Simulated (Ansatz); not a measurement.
`C=C[CH2][InH2]`, charge 0, multiplicity 1.

(1) Give a relaxed structure at PBE0-D4/def2-TZVP (the Gaussian-basis code of Ansatz). (Estimate.)

## Answers

(1) Computed: 
Z-matrix (Å, degrees):
```
C
C 1 1.465
In 1 2.544 2 59.8
C 1 1.350 2 126.1 3 71.3
H 1 1.089 2 116.1 3 -99.6
H 2 1.088 1 115.2 3 -107.7
H 2 1.085 1 115.0 3 118.8
H 3 1.715 1 104.3 2 -119.8
H 3 1.716 1 114.2 2 95.7
H 4 1.086 1 121.6 2 10.3
H 4 1.082 1 121.1 2 -174.2
```
This is one stationary point; other conformers may exist.
